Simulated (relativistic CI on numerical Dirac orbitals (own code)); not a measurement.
How the errors of a small relativistic CI change along the 47-electron sequence

Levels calculated with a relativistic CI code on KLI orbitals, against measured ones, in five cumulative steps: (1) Dirac-Coulomb, each configuration alone; (2) with Breit and QED terms; (3) with configuration mixing; (4) with scaled Slater integrals; (5) with a P86 correlation estimate. Each ion has its own short list of configurations; levels above 2,000 cm⁻¹ that pair in every step are counted, and ions without enough such levels are left out. The scale is 0.85 up to charge 4 and 0.9 beyond; P86 is a density functional added for each configuration.

Median relative error (%):

| Ion | Ground | Levels | (1) | (2) | (3) | (4) | (5) |
| --- | --- | --- | --- | --- | --- | --- | --- |
| Ag I | 5s | 15 | 20.2 | 20.5 | 20.3 | 20.3 | 12.7 |
| Cd II | 5s | 7 | 9.5 | 9.8 | 11.1 | 11.0 | 7.6 |
| In III | 5s | 13 | 6.4 | 6.5 | 6.7 | 6.7 | 4.1 |
| Sn IV | 5s | 15 | 4.6 | 4.7 | 4.8 | 4.8 | 3.3 |
| Sb V | 5s | 6 | 3.6 | 3.8 | 4.0 | 3.9 | 3.0 |
| Te VI | 5s | 18 | 1.8 | 1.8 | 1.8 | 1.2 | 2.0 |
| I VII | 5s | 4 | 2.1 | 2.3 | 3.8 | 3.5 | 2.5 |
| Xe VIII | 5s | 27 | 1.8 | 2.0 | 2.0 | 2.0 | 1.5 |

Mean absolute error (cm⁻¹):

```
    Ion   (1)   (2)   (3)   (4)   (5)
   Ag I  8618  8694  8637  8637  5582
  Cd II  5765  5955  6039  6010  5192
 In III  9457  9681  9807  9754  5927
  Sn IV  8422  8735  9006  8920  5653
   Sb V  6341  6654  7518  7276  5224
  Te VI  5403  5516  5844  5078  5983
  I VII  4117  4554  6313  6001  4158
Xe VIII  9132  9870  9780  9780  7139
```

In step (3), fully ab initio, the relative error is 20.3 % for Ag I and 2.0 % for Xe VIII, while the absolute error goes from 8637 to 9780 cm⁻¹. The relative error falls from the first to the last ion but not steadily. The sets of levels differ from ion to ion, which blurs the trend. Mixing (step 3) lowers the mean absolute error for 2 of the 8 ions and scaling (step 4) for 6. The P86 step changes the mean absolute error by a factor of 0.6 for the first ion and 0.7 for the last.

Sources of the measured levels: Ag I, NIST Handbook of Basic Atomic Spectroscopic Data (Sansonetti and Martin, J. Phys. Chem. Ref. Data 34, 1559 (2005)); Cd II, NIST Handbook of Basic Atomic Spectroscopic Data (Sansonetti and Martin, J. Phys. Chem. Ref. Data 34, 1559 (2005)); In III, Moore, Atomic Energy Levels, vol. III, NSRDS-NBS 35 (1971 reprint of NBS Circular 467, 1958); Sn IV, Moore, Atomic Energy Levels, vol. III, NSRDS-NBS 35 (1971 reprint of NBS Circular 467, 1958); Sb V, Moore, Atomic Energy Levels, vol. III, NSRDS-NBS 35 (1971 reprint of NBS Circular 467, 1958); Te VI, measured levels as listed in Rauch et al., Astron. Astrophys. 606, A105 (2017); I VII, Moore, Atomic Energy Levels, vol. III, NSRDS-NBS 35 (1971 reprint of NBS Circular 467, 1958); Xe VIII, Saloman, J. Phys. Chem. Ref. Data 33, 765 (2004). Some J values or terms were assigned by a fit.
